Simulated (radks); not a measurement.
Initial-state core-level shifts of neutral neodymium when its valence configuration changes from [Xe] 4f4 6s2. Method: Dirac Kohn-Sham, LDA (Slater exchange, Perdew-Wang correlation), spin-unpolarised, spherical densities, finite nucleus; open shells fill j = l - 1/2 first; Fermi nuclear charge, rms radius 4.9123 fm; computed with a radial shooting solver on a logarithmic mesh with Libxc functionals. Shifts are changes of the shell-averaged eigenvalues in eV (positive: less bound); the change of the density at the nucleus, which sets a Mossbauer isomer shift, is in e/bohr^3, on a base of 4.518e+05.

valence                      2p       3s      5s      5p  density at nucleus
4f4 6s1.5 6p0.5          -0.544   -0.536  -0.566  -0.558               -8.11
4f3 6s2 6p1              -9.585  -10.554  -6.243  -5.424              +38.65
4f3.5 5d0.5 6s2          -3.007   -3.468  -1.569  -1.258              +12.59
4f3.5 5d0.5 6s1.5 6p0.5  -3.554   -4.012  -2.122  -1.803               +3.93
4f3 5d1 6s2              -6.438   -7.457  -3.216  -2.560              +27.00
4f6                      +2.545   +3.164  +0.816  +0.305              -51.08
